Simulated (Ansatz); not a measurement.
## Worked example: GeHF3 + CH6FSi2 → GeHF2 + CH6F2Si2

Gas-phase species: GeHF3 `[F][GeH]([F])[F]`, singlet; CH6FSi2 `F[SiH2]C[SiH2]`, doublet; GeHF2 `[F][GeH][F]`, doublet; CH6F2Si2 `F[SiH2]C[SiH2]F`, singlet. A radical takes F: the energy is the difference in strength between the Ge–F bond broken and the Si–F bond made.

Shapes, held fixed at every level: PBE0-D4/def2-TZVP. Flexible molecules stand in one conformer, not always the lowest. Programs: Ansatz 0.2.0. The zero-point and thermal change to 298 K, harmonic and unscaled (PBE0-D4/def2-TZVP), is +2.2 kJ/mol.

At CCSD(T)/def2-TZVPP; 1 Eh = 2625.50 kJ/mol:

```
 species   energy (Eh)
   GeHF3  -2375.552476
 CH6FSi2   -719.507515
   GeHF2  -2275.716181
CH6F2Si2   -819.376281
```

Task: Work out ΔH(298 K) of the reaction at this level.

Result: 
1. Products less reactants: (-2275.716181) + (-819.376281) − [(-2375.552476) + (-719.507515)] = -0.032471 Eh = -85.3 kJ/mol.
2. With the thermal change: -85.3 + (+2.2) = -83.1 kJ/mol.

Other levels give -102.1 (B3LYP-D4/def2-TZVPP) to -83.7 kJ/mol (CCSD/def2-TZVPP). No measured value is set beside it here. Open shells run unrestricted. Relativity is left out for Ge. Outer-core shells of Ge are correlated, in sets that cover them unevenly. The median of the other correlated levels is -94.3 kJ/mol.
